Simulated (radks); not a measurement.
Task: Valence configurations of F I (all share [He]). All-electron calculation, scalar-relativistic Kohn-Sham, PBE, spin-polarised, spherical densities, point nucleus; open shells are filled with parallel spins first. Program: a radial shooting solver on a logarithmic mesh with Libxc functionals. Order these by energy: 2s2 2p5; 2s1 2p6; 2s1.5 2p5.5.

Result: From the lowest, in eV above it: 2s2 2p5 0.000; 2s1.5 2p5.5 9.361; 2s1 2p6 18.702. NIST lists [He] 2s2 2p5 as the ground configuration; this level of theory agrees among the configurations tried. The energies are those of spherical high-spin densities, not of single terms.
